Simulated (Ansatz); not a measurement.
`C[O][GeH2][Br]` + HBr → `[Br][GeH2][Br]` + CH₃OH at 400 K and 1 bar (ligand exchange at a Ge–O bond).

Computed with Ansatz on PBE0-D4/def2-TZVP structures; ΔE is electronic, products minus reactants. CCSD(T)/CBS adds triple-zeta CCSD(T) − MP2 to the extrapolated MP2 energy (def2 sets, frozen cores). This one scheme is used for every species. For Br, Ge outer-core shells are correlated without core-valence functions, which leaves a few kJ/mol of doubt a bond. Scalar relativity is left out up to krypton. Each species was taken in one conformer, which may not be the lowest.

```
         species  CCSD(T)/CBS energy (Eh)  H − E (kJ/mol)  S (J/(mol·K))
`C[O][GeH2][Br]`              -4765.70555           184.2          395.0
             HBr              -2573.91920            27.6          207.2
`[Br][GeH2][Br]`              -7224.02757            69.7          346.0
           CH₃OH               -115.61712           151.2          252.6
```

H − E and S are ideal-gas, rigid-rotor, harmonic terms from PBE0-D4/def2-TZVP, for one conformer and one mirror image of each species. 1 Eh = 2625.50 kJ/mol, R = 8.31446 J/(mol·K).

Q: By hand: ΔE, ΔH, ΔS and ΔG.

A: ΔE = (-7224.02757) + (-115.61712) − (-4765.70555) − (-2573.91920) = -0.01994 Eh = -52.4 kJ/mol. Δ(H − E) = 69.7 + 151.2 − 184.2 − 27.6 = 9.1, so ΔH = -43.3 kJ/mol. ΔS = 346.0 + 252.6 − 395.0 − 207.2 = -3.6 J/(mol·K). ΔG = -43.3 − 400 × (-3.6)/1000 = -41.9 kJ/mol.

Q: By hand: the equilibrium constant, and the temperature at which ΔG would vanish if ΔH and ΔS stayed fixed.

A: log₁₀ K = −ΔG/(RT ln 10) = 5.5. ΔG = 0 at ΔH/ΔS = 12028 K, far beyond where these terms or the molecules hold.

The number of gas molecules stays the same, so ΔS is small and ΔH decides. A doubt of 5 kJ/mol in ΔE shifts log₁₀ K by 0.7 here. Other conformers and mirror images would add mixing entropy, several J/(mol·K) or more a flexible species. Modes under 60 cm⁻¹, often nearly free rotors, make the harmonic entropy too high. These are equilibria of isolated gas molecules and say nothing of rates. Largest T1 diagnostic: 0.010 (customary marks: 0.02 for closed shells, 0.045 for open ones).
